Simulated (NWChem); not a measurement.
Isomers of CH₄F₂OSi, each optimised at B3LYP/6-31G* with NWChem, gas phase unless a solvent is named. Flexible species stand in one conformer each, which need not be the lowest. Pople sets run with spherical d functions. Relative energies count from the lowest isomer at each level and are electronic, without zero-point energy, on those geometries.

A: OC[SiH](F)F
B: C(F)([SiH2]O)F
C: O[Si@@H](F)CF
D: O[Si](F)(F)C

Problem. Which isomer is lowest, and do the levels agree? Levels: B3LYP/6-31G*; PBE/def2-TZVP; B3LYP/def2-TZVP; CAM-B3LYP/def2-TZVP; TPSSh/def2-TZVP; LDA (Slater exchange, VWN5)/def2-TZVP.

Solution. All put D lowest.
```csv
quantity,A,B,C,D
"relative energy, B3LYP/6-31G* (kcal/mol)",54.4,111.5,65.0,0.0
"relative energy, PBE/def2-TZVP (kcal/mol)",55.6,112.0,64.6,0.0
"relative energy, B3LYP/def2-TZVP (kcal/mol)",57.1,116.3,66.5,0.0
"relative energy, CAM-B3LYP/def2-TZVP (kcal/mol)",57.9,117.7,67.4,0.0
"relative energy, TPSSh/def2-TZVP (kcal/mol)",55.1,110.8,63.5,0.0
"relative energy, LDA (Slater exchange, VWN5)/def2-TZVP (kcal/mol)",57.4,113.6,66.0,0.0
```
